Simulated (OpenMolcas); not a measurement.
Ho2+ among 8 point charges of -1 e arranged as a square antiprism (D4d), with a polar angle of 52.7° against the regular 57.3°.

* Program: OpenMolcas 26.06
* Method: CASSCF
* Basis: ANO-RCC-VDZP [7s6p4d2f1g]
* Scalar Hamiltonian: DKH2, point nucleus
* Active space: 11 electrons in 7 orbitals (4f)
* State averaging: 2S+1 = 4 odd, 35 roots; 2S+1 = 2 odd, 73 roots kept (CI in the orbitals of an earlier block)
* Spin-orbit coupling: RASSI with atomic mean-field integrals over the reference wave functions

All point charges move together. At R = 2.73 Å the width of the lowest J multiplet is 130 cm-1, and at R = 2.85 Å it is 109 cm-1.

Task: A third run gives 205 cm-1. What distance was it run at?

Result: With a power law R^-n the two known points give n = -ln(109 / 130) / ln(2.85 / 2.73) = 4.10. Then R = 2.73 × (130 / 205)^(1/4.10) = 2.443 Å. The run was at 2.44 Å, so the estimate is off by +0.003 Å.

High states are left out of the spin-orbit mixing, which shifts the levels that they would mix with. Point charges carry no covalency, so the field is a model and not that of real ligands. An unlabelled pair can be two single states that coincide in this model. No measured value stands beside these numbers.
